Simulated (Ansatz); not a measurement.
The first iterations of a band of Cl3HOZr + H3Si (10 atoms, charge 0, multiplicity 2).

The calculation used Ansatz, UKS PBE/def2-SVP.

- movable images: 7
- climbing image: yes
- spring: 5.0 eV/Å²
- optimiser: quadratic models (default)
- start path: through a guess of the saddle point
- force threshold: 0.03 eV/Å
- iteration limit: 60
- end points: relaxed

Image 0:

```xyz
10
Properties=species:S:1:pos:R:3
Zr 0.012 0.022 -0.293
Cl 0.230 0.232 2.045
Cl 2.140 -0.129 -1.290
Cl -1.155 1.875 -1.159
O -0.963 -1.555 -0.678
H -1.486 -2.347 -0.872
Si 0.002 0.030 5.903
H -0.759 -1.185 6.363
H 1.434 -0.024 6.361
H -0.669 1.295 6.367
```

Image 8:

```xyz
10
Properties=species:S:1:pos:R:3
Zr -0.011 0.031 -0.431
Cl 0.046 -0.027 3.050
Cl 2.346 -0.067 -0.581
Cl -1.189 2.079 -0.485
O -0.993 -1.599 -0.416
H -1.524 -2.409 -0.435
Si 0.031 0.041 5.155
H -0.722 -1.154 5.658
H 1.448 0.010 5.644
H -0.647 1.306 5.588
```

| iteration | highest image above the first end (eV) | largest band force component (eV/Å) |
| --- | --- | --- |
| 1 | 1.484 | 8.819 |
| 2 | 0.959 | 1.312 |
| 3 | 0.691 | 1.183 |
| 4 | 0.636 | 1.000 |
| 5 | 0.647 | 0.999 |
| 6 | 0.614 | 0.363 |
| 7 | 0.592 | 0.377 |
| 8 | 0.579 | 0.269 |
| 9 | 0.569 | 0.397 |
| 10 | 0.562 | 0.164 |
| 11 | 0.557 | 0.096 |
| 12 | 0.554 | 0.143 |
| 13 | 0.552 | 0.081 |

Does the band converge within its limit, and where does its top end?

The run converged. It ended after 40 iterations with the highest image 0.491 eV above the first end. The highest image is an end point: on this band no image between the ends rises above it. Inner images lie up to 0.020 eV below the lower end, so the ends aren't the lowest states on this path.

Run time: 10 min on 4 threads of Intel(R) Xeon(R) Platinum 8488C (Sapphire Rapids) (shared host), peak memory 0.33 GiB.
